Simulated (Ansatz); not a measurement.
```yaml
crystal:
  periodic: [false, false, false]
  atoms:
    - {symbol: B, position_ang: [-1.511370, -0.026539, -0.453140]}
    - {symbol: Si, position_ang: [0.120739, -0.472718, 0.567437]}
    - {symbol: O, position_ang: [1.106014, -1.756019, 0.794727]}
    - {symbol: C, position_ang: [1.003969, 1.105949, 0.182211]}
    - {symbol: S, position_ang: [0.135341, 0.639151, -1.379126]}
    - {symbol: H, position_ang: [-2.177852, 0.853967, 0.011071]}
    - {symbol: H, position_ang: [-2.025235, -0.898112, -1.093781]}
    - {symbol: H, position_ang: [0.715844, -2.629485, 0.712147]}
    - {symbol: H, position_ang: [0.632527, 2.032861, 0.611868]}
    - {symbol: H, position_ang: [2.083123, 1.099645, 0.049485]}
basis:
  gaussian: {orbitals: def2-SVPD}
hamiltonian: {xc: {name: RPBE}}
scf: {lower_state_search: light}
output: {forces: true}
```

```sh
$ ansatz run in.yaml --threads 4 --pin off --events-out ev --progress --plain --max-ram 10444MiB
```

It prints (some lines left out):

```
Functional definition: RPBE
1331 factors; their error is unknown
mean field evaluation 1: about -22532.3763 eV, gradient 7.5e1 eV
mean field evaluation 2: about -22497.0998 eV, gradient 1.4e2 eV
mean field evaluation 4: about -22545.2089 eV, gradient 1.2e1 eV
mean field evaluation 8: about -22545.6626 eV, gradient 3.1e-1 eV
mean field evaluation 16: about -22545.6219 eV, gradient 1.4e-3 eV
mean field -22545.62190542 eV, -828.5363230527 hartree, gradient 5.8e-5 eV, S^2 0.000000; 0 other end points of the search recorded, 0 dependent functions left out
reference -22545.62196060 eV, -828.5363250805 hartree; 27, 27 occupied and 127, 127 virtual orbitals, 1331 factors
Total energy: -22545.62196060 eV, -828.5363250805 hartree
Atom 0 at    -1.511370    -0.026539    -0.453140 Å, force    -0.080196    -0.023684     0.040786 eV/Å
Atom 1 at     0.120739    -0.472718     0.567437 Å, force    -1.086651     0.510101     0.475610 eV/Å
Atom 2 at     1.106014    -1.756019     0.794727 Å, force     1.229396    -0.787086     0.274995 eV/Å
Atom 3 at     1.003969     1.105949     0.182211 Å, force     0.180242     0.184772     0.164457 eV/Å
Atom 4 at     0.135341     0.639151    -1.379126 Å, force    -0.015071     0.179214    -1.073694 eV/Å
Atom 5 at    -2.177852     0.853967     0.011071 Å, force    -0.251882     0.311646     0.176917 eV/Å
Atom 6 at    -2.025235    -0.898112    -1.093781 Å, force    -0.195684    -0.310921    -0.236177 eV/Å
Atom 7 at     0.715844    -2.629485     0.712147 Å, force    -0.197439    -0.593290    -0.029095 eV/Å
Atom 8 at     0.632527     2.032861     0.611868 Å, force    -0.169060     0.508619     0.258408 eV/Å
Atom 9 at     2.083123     1.099645     0.049485 Å, force     0.586344     0.020630    -0.052207 eV/Å
Dipole moment:     0.309154    -0.182981     0.304363 e Å
```

Hardware: 4 threads of a server CPU on a shared host. Wall time 6.5 s, peak host memory 0.43 GiB.
